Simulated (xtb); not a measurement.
C3H8OSe, SMILES CC[Se]OC. All values are semi-empirical tight-binding results from xtb (GFN2-xTB unless named), good for trends rather than for accurate numbers. Coordinates come from a GFN2-xTB optimisation. The values are those of a single conformer.

Optimised geometry:

Bonded distances (Å): Se1–C2 1.973, Se1–O9 1.830, C2–C3 1.515, C2–H4 1.091, C2–H5 1.090, C3–H6 1.088, C3–H7 1.088, C3–H8 1.089, O9–C10 1.406, C10–H11 1.094, C10–H12 1.092, C10–H13 1.094. Bond angles (°): C2–Se1–O9 98.1, Se1–C2–C3 113.4, Se1–C2–H4 104.6, Se1–C2–H5 106.1, C3–C2–H4 111.6, C3–C2–H5 111.5, H4–C2–H5 109.3, C2–C3–H6 110.5, C2–C3–H7 110.9, C2–C3–H8 110.0, H6–C3–H7 108.8, H6–C3–H8 108.1, H7–C3–H8 108.5, Se1–O9–C10 118.5, O9–C10–H11 111.8, O9–C10–H12 105.5, O9–C10–H13 112.6, H11–C10–H12 108.9, H11–C10–H13 108.9, H12–C10–H13 109.0.
Charge 0, spin multiplicity 1.

Computed properties:
- orbital gap = 3.52 eV
- zero-point energy = 65.5 kcal/mol
- G − E(el) at 298.15 K (modified RRHO) = 44.7 kcal/mol
- static polarisability (D4 model) = 71.5 bohr³
- solvation energy, GFN2-xTB/ALPB(water) = -1.6 kcal/mol
- solvation energy, GFN2-xTB/ALPB(acetone) = -5.6 kcal/mol

Q: Give the atomic charges and the Wiberg bond orders between heavy atoms. (The exact figures need the calculation; the answer reports its results.)

A: charges (e) Se1 0.00, C2 -0.03, C3 -0.10, H4 0.05, H5 0.06, H6 0.05, H7 0.05, H8 0.04, O9 -0.30, C10 0.05, H11 0.04, H12 0.05, H13 0.03. Bond orders Se1–C2 1.01, C2–C3 1.03, Se1–O9 1.18, O9–C10 1.00.
